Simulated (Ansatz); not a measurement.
Steps of a relaxation of CH2ClNOSi (`O=C=N[SiH2]Cl`) with RKS PBE0-D4/def2-TZVP.

```sh
$ ansatz run in.yaml --threads 2 --pin off --events-out ev --progress --plain --max-ram 32768MiB --backend cpu
```

```yaml
crystal:
  periodic: [false, false, false]
  atoms:
    - {symbol: O, position_ang: [0.090169, -0.976915, -2.928213]}
    - {symbol: C, position_ang: [-0.028724, -0.653963, -1.799840]}
    - {symbol: N, position_ang: [-0.176348, -0.337154, -0.639963]}
    - {symbol: Si, position_ang: [-0.099390, 0.263131, 0.970998]}
    - {symbol: Cl, position_ang: [1.613771, 1.406862, 1.219857]}
    - {symbol: H, position_ang: [-1.294753, 1.126652, 1.218396]}
    - {symbol: H, position_ang: [-0.043525, -0.896614, 1.913066]}
basis:
  gaussian: {orbitals: def2-TZVP}
hamiltonian: {xc: pbe0, dispersion: d4}
relax: {f_tol: 0.005, max_steps: 150}
```

Positions (Å) and forces (eV/Å) along the path, 14 of 14 steps:

```xyz
7
step=1 energy=-24999.2965 eV
O     0.090   -0.977   -2.928   -0.184    0.486    1.702
C    -0.029   -0.654   -1.800    0.004    0.029    0.088
N    -0.176   -0.337   -0.640    0.200   -0.252   -1.061
Si   -0.099    0.263    0.971    0.121   -0.039   -0.327
Cl    1.614    1.407    1.220   -0.492   -0.328   -0.074
H    -1.295    1.127    1.218    0.323   -0.184   -0.084
H    -0.044   -0.897    1.913    0.029    0.288   -0.245
7
step=2 energy=-24999.3539 eV
O     0.093   -0.962   -2.893   -0.008    0.045    0.136
C    -0.028   -0.647   -1.779    0.022   -0.026   -0.105
N    -0.179   -0.338   -0.636   -0.030    0.094    0.325
Si   -0.104    0.257    0.963    0.005   -0.101   -0.308
Cl    1.584    1.384    1.205    0.003    0.001    0.001
H    -1.276    1.128    1.201    0.049   -0.080    0.000
H    -0.029   -0.890    1.894   -0.041    0.067   -0.050
7
step=3 energy=-24999.3571 eV
O     0.092   -0.960   -2.885    0.006   -0.004   -0.024
C    -0.029   -0.645   -1.773    0.023   -0.007   -0.056
N    -0.178   -0.336   -0.631   -0.031    0.040    0.166
Si   -0.099    0.259    0.957   -0.021   -0.053   -0.111
Cl    1.589    1.385    1.201    0.003    0.004    0.004
H    -1.275    1.114    1.199    0.004    0.019    0.007
H    -0.039   -0.885    1.887    0.015    0.000    0.014
7
step=4 energy=-24999.3575 eV
O     0.094   -0.958   -2.885    0.002    0.005    0.010
C    -0.029   -0.645   -1.773    0.018    0.003   -0.020
N    -0.180   -0.337   -0.630   -0.031   -0.014    0.012
Si   -0.101    0.257    0.955    0.001   -0.005   -0.015
Cl    1.587    1.383    1.199    0.011    0.007    0.001
H    -1.274    1.117    1.200   -0.003    0.005    0.005
H    -0.037   -0.885    1.888    0.001   -0.001    0.007
7
step=5 energy=-24999.3577 eV
O     0.100   -0.958   -2.884    0.003   -0.002   -0.012
C    -0.029   -0.645   -1.772    0.020    0.006   -0.015
N    -0.186   -0.337   -0.630   -0.031   -0.010    0.026
Si   -0.101    0.257    0.955   -0.004   -0.006   -0.014
Cl    1.587    1.382    1.195    0.012    0.007    0.000
H    -1.273    1.117    1.202   -0.002    0.005    0.007
H    -0.036   -0.885    1.887    0.002   -0.001    0.008
7
step=6 energy=-24999.3596 eV
O     0.192   -0.938   -2.862   -0.057    0.050    0.240
C    -0.026   -0.639   -1.759    0.000    0.061    0.099
N    -0.290   -0.343   -0.627    0.058   -0.100   -0.334
Si   -0.118    0.254    0.953    0.004   -0.003   -0.004
Cl    1.598    1.358    1.117   -0.031   -0.014   -0.008
H    -1.270    1.129    1.250    0.025   -0.004    0.000
H    -0.025   -0.888    1.883    0.001    0.011    0.007
7
step=7 energy=-24999.3605 eV
O     0.194   -0.937   -2.859   -0.015    0.013    0.060
C    -0.025   -0.637   -1.758    0.007    0.022    0.035
N    -0.291   -0.342   -0.629    0.006   -0.044   -0.086
Si   -0.119    0.251    0.952   -0.007    0.023   -0.013
Cl    1.594    1.357    1.111    0.004   -0.006    0.002
H    -1.266    1.129    1.251    0.000   -0.004    0.002
H    -0.027   -0.888    1.885    0.006   -0.004   -0.001
7
step=8 energy=-24999.3610 eV
O     0.212   -0.918   -2.853    0.002   -0.007   -0.024
C    -0.025   -0.635   -1.752    0.002    0.016    0.040
N    -0.312   -0.362   -0.624    0.006   -0.001   -0.009
Si   -0.122    0.249    0.950   -0.003   -0.002   -0.001
Cl    1.597    1.350    1.092   -0.003   -0.006   -0.011
H    -1.264    1.132    1.251   -0.002    0.001    0.001
H    -0.025   -0.883    1.890   -0.001   -0.001    0.005
7
step=9 energy=-24999.3611 eV
O     0.213   -0.908   -2.855    0.000    0.002    0.002
C    -0.024   -0.634   -1.751    0.003    0.001   -0.002
N    -0.311   -0.373   -0.620    0.000    0.001    0.006
Si   -0.123    0.247    0.951    0.002    0.002    0.001
Cl    1.597    1.346    1.083   -0.003   -0.004   -0.006
H    -1.264    1.133    1.248   -0.001   -0.001   -0.001
H    -0.027   -0.880    1.898   -0.001    0.000    0.000
7
step=10 energy=-24999.3612 eV
O     0.220   -0.886   -2.855   -0.005    0.010    0.032
C    -0.022   -0.632   -1.747   -0.001   -0.008   -0.016
N    -0.316   -0.395   -0.611    0.008   -0.006   -0.017
Si   -0.124    0.243    0.952   -0.006    0.003   -0.006
Cl    1.599    1.341    1.065   -0.005   -0.006    0.004
H    -1.264    1.134    1.240    0.004    0.001    0.003
H    -0.031   -0.874    1.912    0.006    0.006   -0.001
7
step=11 energy=-24999.3612 eV rejected
O     0.221   -0.879   -2.856   -0.003    0.007    0.026
C    -0.022   -0.631   -1.747   -0.003   -0.007   -0.022
N    -0.317   -0.403   -0.610   -0.001    0.001   -0.001
Si   -0.126    0.242    0.951    0.015   -0.007    0.009
Cl    1.599    1.336    1.062    0.002    0.009   -0.001
H    -1.265    1.136    1.238    0.000   -0.002   -0.005
H    -0.029   -0.869    1.916   -0.010   -0.001   -0.006
7
step=12 energy=-24999.3612 eV
O     0.219   -0.883   -2.855    0.000    0.001    0.003
C    -0.023   -0.632   -1.748   -0.002    0.000    0.002
N    -0.315   -0.398   -0.611    0.002   -0.002   -0.005
Si   -0.124    0.243    0.951   -0.001    0.001   -0.001
Cl    1.599    1.340    1.065   -0.001   -0.001    0.001
H    -1.264    1.135    1.238    0.001    0.000    0.000
H    -0.031   -0.872    1.913    0.001    0.001    0.000
7
step=13 energy=-24999.3613 eV
O     0.217   -0.880   -2.856    0.000    0.000    0.001
C    -0.023   -0.632   -1.748    0.000    0.000   -0.001
N    -0.313   -0.402   -0.610    0.000    0.000    0.001
Si   -0.124    0.242    0.951    0.000    0.000    0.000
Cl    1.599    1.339    1.065    0.000    0.000    0.000
H    -1.264    1.135    1.235    0.000    0.000    0.000
H    -0.031   -0.871    1.916    0.000    0.000    0.000
7
step=14 energy=-24999.3613 eV
O     0.215   -0.874   -2.858   -0.001    0.000    0.001
C    -0.023   -0.632   -1.748    0.002    0.000   -0.003
N    -0.309   -0.409   -0.607   -0.001    0.001    0.003
Si   -0.124    0.241    0.952    0.001    0.000   -0.001
Cl    1.599    1.339    1.065    0.001    0.001    0.000
H    -1.264    1.135    1.231   -0.001   -0.001    0.000
H    -0.032   -0.868    1.920   -0.001   -0.001    0.000
```

Run time 85 s (2 threads of a server CPU on a shared host); peak host memory 0.44 GiB.
